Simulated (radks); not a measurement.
All-electron atom: neutral manganese in [Ar] 3d5 4s2 (the NIST ground configuration).

All-electron calculation, Dirac Kohn-Sham, PBE, spin-unpolarised, spherical densities, finite nucleus; open shells are shared between the two j in proportion to 2j + 1; Fermi nuclear charge, rms radius 3.7057 fm. Program: a radial shooting solver on a logarithmic mesh with Libxc functionals.

Energy parts (hartree):
part                       energy
total                 -1158.31229
kinetic                1173.14878
electron-nucleus      -2767.23691
Hartree                 487.72977
exchange-correlation    -51.95392

Orbitals (lengths in bohr, moments of r in powers of bohr; <r^-3> diverges for s and p1/2; r(max) is where P^2 peaks):
1s1/2: occ. 2; eigenvalue (hartree) -236.2319; r(max) 0.03987; <r^4> 0.00006401; <r> 0.06090
2s1/2: occ. 2; eigenvalue (hartree) -27.33205; r(max) 0.2325; <r^4> 0.01487; <r> 0.2792
2p1/2: occ. 2; eigenvalue (hartree) -23.40827; r(max) 0.1867; <r^4> 0.01120; <r> 0.2451
2p3/2: occ. 4; eigenvalue (hartree) -23.02498; r(max) 0.1891; <r^-3> 409.1; <r^4> 0.01166; <r> 0.2480
3s1/2: occ. 2; eigenvalue (hartree) -3.15532; r(max) 0.7361; <r^4> 1.140; <r> 0.8514
3p1/2: occ. 2; eigenvalue (hartree) -2.03709; r(max) 0.7474; <r^4> 1.602; <r> 0.8981
3p3/2: occ. 4; eigenvalue (hartree) -1.99040; r(max) 0.7544; <r^-3> 50.16; <r^4> 1.669; <r> 0.9072
3d3/2: occ. 2; eigenvalue (hartree) -0.25146; r(max) 0.7605; <r^-3> 4.071; <r^4> 12.26; <r> 1.219
3d5/2: occ. 3; eigenvalue (hartree) -0.24712; r(max) 0.7631; <r^-3> 4.000; <r^4> 12.60; <r> 1.226
4s1/2: occ. 2; eigenvalue (hartree) -0.18767; r(max) 2.513; <r^4> 215.1; <r> 3.094

The highest occupied level is 4s1/2 at -5.107 eV. The density falls to 0.001 e/bohr^3 at r = 4.54 bohr. Summed over all electrons, <r^2> = 40.53 bohr^2, which gives a Langevin (diamagnetic) susceptibility term of -32.1 x 10^-6 cm^3/mol.
